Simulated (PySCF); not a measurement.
C3H3, doublet, geometry from GFN2-xTB. Base run: CAMB3LYP/6-311G** run with PySCF.

Here is a job for PySCF.
```python
from pyscf import gto, scf, dft

mol = gto.Mole()
mol.atom = '''
    C     0.016669   -0.110918    0.826671
    C     0.004089   -0.699050   -0.533825
    C    -0.021629    0.582254   -0.592081
    H     0.937550   -0.073548    1.395990
    H    -0.884396   -0.108661    1.428017
    H    -0.047925    1.548496   -1.028600
'''
mol.basis = '6-311g**'
mol.charge = 0
mol.spin = 1
mol.verbose = 4
mol.build()

mf = dft.UKS(mol)
mf.xc = 'camb3lyp'
mf.kernel()
```

Each row names what was changed in the base input (with any setting that the change needs).

```tsv
change	ΔE vs base (µEh)	fitting functions	dipole (D)
base	0.0	-	1.59
exchange = seminumerical (SGX) (with mf = sgx.sgx_fit(mf, auxbasis='def2-universal-jfit'); with mf.with_df.dfj = True)	-74.2	180	1.59
auxbasis = even-tempered beta=2.0	-5.0	486	1.59
auxbasis = def2-svp-ri	-3922	186	1.59
auxbasis = even-tempered beta=1.6	-1.2	729	1.59
auxbasis = def2-tzvp-ri	-88.5	273	1.59
auxbasis = even-tempered beta=3.0	-112	333	1.59
auxbasis = def2-universal-jkfit	-42.6	279	1.59
auxbasis = cc-pvtz-jkfit	-12.9	327	1.59
auxbasis = cc-pvtz-ri	-245	333	1.59
```

A fitting set is made for a task (jfit for Coulomb, jkfit for Coulomb and exchange, ri for correlation) and for a family of orbital bases.

Open shells are given as the SCF converged; they aren't shown to be the lowest states, and a large step between rows can be another state.
